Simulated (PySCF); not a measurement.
An unknown is described by computed data only.

Elements present: C, H and N. Monoisotopic mass: 123.1048 u.

- NMR, other nuclei: isotropic shieldings of nuclei other than C and H, by class: 227 (1 N) ppm [GIAO PBE0/pcSseg-1]
- Triplet: lowest triplet excitation (Tamm–Dancoff): 4.27 eV [TDA B3LYP/def2-SVPD]
- Valence photoelectron: vertical ionisation energy: 8.17 eV [ΔSCF B3LYP/def2-SVPD]
- 13C NMR: chemical shifts (computed TMS as zero) by class: 141.3 (1 C), 138.8 (1 C), 70.6 (1 C), 58.1 (1 C), 36.8 (1 C), 23.1 (1 C), 19.0 (1 C), 17.4 (1 C) ppm [GIAO PBE0/pcSseg-1]
- Rotational structure: rotational constants A, B, C: 3.530, 1.128, 1.078 GHz [PBE0-D3(BJ)/def2-SVP]
- UV, strongest line: among the 10 lowest singlet transitions: S9 at 6.96 eV (178 nm, f = 0.134) [TDDFT B3LYP/def2-SVPD]

Gas-phase values; electronic properties from PySCF, density fitting. Levels stand in brackets. One conformer (not necessarily the lowest) at the PBE0-D3(BJ)/def2-SVP geometry, without solvent, vibrations or thermal averaging. Each NMR value is the plain mean over a class of atoms that symmetry, rotation or inversion makes alike.

Question: Which formula fits the mass and the elements?

Answer: C8H13N (calculated 123.1048). No other formula that holds each of these elements comes within 0.0003 u with a fitting electron parity and a possible valence count.

Question: Propose a structure and show how it fits.

Answer: Numbering: `[CH:1]1=[CH:2][C@@H:3]([CH:4]2[CH2:5][CH2:6][CH2:7]2)[NH:8][CH2:9]1`. Its formula, C8H13N, gives 3 degrees of unsaturation: 2 rings and 1 π bond in the structure found. 8 carbons fall into 8 classes; from least to most shielded: alkene CH carbon [C2] (141.3 ppm), alkene CH carbon [C1] (138.8 ppm), ring sp3 carbon bound to nitrogen [C3] (70.6 ppm), ring sp3 carbon bound to nitrogen [C9] (58.1 ppm), four-membered-ring carbon [C4] (36.8 ppm), four-membered-ring carbon [C7] (23.1 ppm), four-membered-ring carbon [C5] (19.0 ppm), four-membered-ring carbon [C6] (17.4 ppm). The other shieldings belong to: 227 ppm, secondary amine nitrogen [N8]. The first electron is taken from the HOMO, whose largest Löwdin shares are 0.47 on the secondary amine nitrogen, 0.10 on an sp3 carbon bound to nitrogen, 0.09 on an sp3 carbon bound to nitrogen and 0.06 on an alkene CH carbon. The optimised geometry has point group C1 and is an asymmetric top. Structure: `C1=C[C@@H](C2CCC2)NC1`. Computed isomers that give other values at the same levels: `C=CC(=C)N1CCCC1` (13C chemical shifts (computed TMS as zero) by class: 155.3 (1 C), 145.4 (1 C), 123.1 (1 C), 81.2 (1 C), 49.2 (2 C), 29.0 (2 C) ppm); `CN(C)C1=CCCC=C1` (rotational constant A: 3.246 GHz; this holds for the one conformer computed); `N#CCC1CCCCC1` (smallest rotational constant: 0.790 GHz; this holds for the one conformer computed). The assignments are read from this structure; whether some other isomer fits the data as well wasn't checked. The mirror image fits equally.
